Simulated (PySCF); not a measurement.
Au₂, SMILES [Au][Au], multiplicity 1.

The structure is a stationary point at PBE-D3(BJ)/def2-TZVPD. The multiplicity is an assumed one; other spin states were not compared. The def2 effective core potentials stand for the cores of Au; spin–orbit coupling is left out.

Two levels are set side by side: PBE/def2-TZVPD (PySCF) and ωB97X/def2-TZVPD (PySCF). Same geometry, gas phase. Differences are taken from unrounded values.

```csv
quantity,ωB97X
orbital gap (eV),7.43
highest occupied level (eV),-8.90
lowest empty level (eV),-1.47
mean polarisability (bohr³),76.2
```

What does PBE give, and how far is it from ωB97X? (Estimate from the structure and the level; the computed values follow.)


```json
[
 {"quantity": "orbital gap (eV)", "PBE": "2.04", "PBE minus ωB97X": "-5.38"},
 {"quantity": "highest occupied level (eV)", "PBE": "-6.33", "PBE minus ωB97X": "2.57"},
 {"quantity": "lowest empty level (eV)", "PBE": "-4.28", "PBE minus ωB97X": "-2.81"},
 {"quantity": "mean polarisability (bohr³)", "PBE": "71.8", "PBE minus ωB97X": "-4.4"}
]
```

PBE's occupied levels lie high since its potential decays too fast outside the molecule; exact exchange lowers them and widens the gap. Differences between two approximate levels are no errors against the true value.

Rough cost on one machine, each run with all the roots and properties that it gave: ωB97X against PBE within a factor of 2.
